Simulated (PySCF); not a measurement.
Ionisation of 4-fluorotoluene

Molecule: `Cc1ccc(F)cc1` (C7H7F). Atom numbers as in the mapped SMILES `[CH3:1][c:2]1[cH:3][cH:4][c:5]([F:6])[cH:7][cH:8]1`. These are map numbers, not IUPAC locants.

These are calculated values, ωB97X-D3(BJ)/ma-def2-TZVP in PySCF (grid level 2) at geometries from PBE0-D3(BJ)/def2-SVP. The prefix ma- adds one diffuse s and one diffuse p function on all atoms but H. Zero-point and thermal terms (298.15 K, 1 bar) come from unscaled PBE0-D3(BJ)/def2-SVP harmonic frequencies, with soft modes damped to free rotors in the entropy.

Frontier levels of the parent: HOMO -9.06 eV, LUMO 1.11 eV.

Oxidation to the radical cation:
* Vertical ionisation energy (electronic): 8.84 eV
* Adiabatic ionisation energy (with zero-point energy): 8.62 eV
* Adiabatic, electronic part: 8.65 eV
* Vertical gap at the product's structure: 8.38 eV
* Inner reorganisation energy (four-point): 465 meV
* Relaxation of product / of parent: 190 / 275 meV
* ⟨S²⟩ of the product: 0.768
* Largest spin populations: C2 0.40, C5 0.33, F6 0.09
* Largest changes of atomic charge: C2 0.17, C5 0.15, F6 0.12
* Distances that move most (Å): C5–F6 1.334 → 1.288; C2–C3 1.401 → 1.438; C2–C8 1.399 → 1.434; C5–C7 1.388 → 1.421
* Potential in acetonitrile: 6.45 V absolute, 1.91 V against Fc+/Fc computed at 4.54 V (solvation -13 → -220 kJ/mol)

Solvents are IEF-PCM continua (electrostatics only, gas-phase structures); absolute potentials refer to an electron at rest in vacuum. Fc+/Fc in acetonitrile, 4.54 V, is ωB97X-D3(BJ)/ma-def2-TZVP on PBE0-D3(BJ)/def2-SVP structures with GFN2-xTB thermal terms. Benchmark calculations put it near 5.0 V in acetonitrile and DMSO, so it is about 0.5 V low, and the value against it can read up to that much too high.

Measured values (NIST Chemistry WebBook, evaluated or the median of agreeing entries): adiabatic ionisation energy 8.79 eV (computed 8.62, difference -0.17).
